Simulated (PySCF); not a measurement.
# Relaxation of singlet [RhH4]-

These are results of PySCF, PBE0, basis Rh def2-TZVPD with ECP28, H def2-TZVPD (scalar-relativistic core potentials, no spin–orbit coupling, density fitting), not measurements. A (50,194) grid was used.

A start displaced from a saddle point along its imaginary mode, with no symmetry imposed:

Coordinates in bohr (charge -1 multiplicity 1):
```
Rh   -0.0054    0.0054    0.0001
H     2.6592    0.8757    1.0211
H    -2.5368   -1.3024    1.1084
H     1.3027    2.5343   -1.1122
H    -0.8751   -2.6576   -1.0236
```

Optimiser trace:
```
step  E − E(last) (kJ/mol)  largest gradient (Eh/bohr)
   0                 39.37                     0.00443
   1                 38.36                     0.00414
   2                 37.12                     0.00418
   3                 35.58                     0.00431
   4                 33.69                     0.00438
   5                 31.48                     0.00480
   6                 29.04                     0.00516
   7                 26.47                     0.00539
   8                 23.91                     0.00547
   9                 15.26                     0.02300
  10                  9.85                     0.00428
  11                  7.50                     0.00231
  12                  4.40                     0.00219
  13                  2.99                     0.00236
  14                  0.87                     0.00207
  15                  0.26                     0.00301
  16                  0.15                     0.00259
  17                  0.05                     0.00084
  18                  0.02                     0.00063
  19                  0.00                     0.00021
  20                  0.00                     0.00006
```

It ends at C2v with Rh–H 1.508 Å (×2), Rh–H 1.682 Å (×2); H–Rh–H 84.5°, H–Rh–H 89.4° (×4), H–Rh–H 178.3° (after a last refinement on a finer grid). A frequency run shows a minimum.
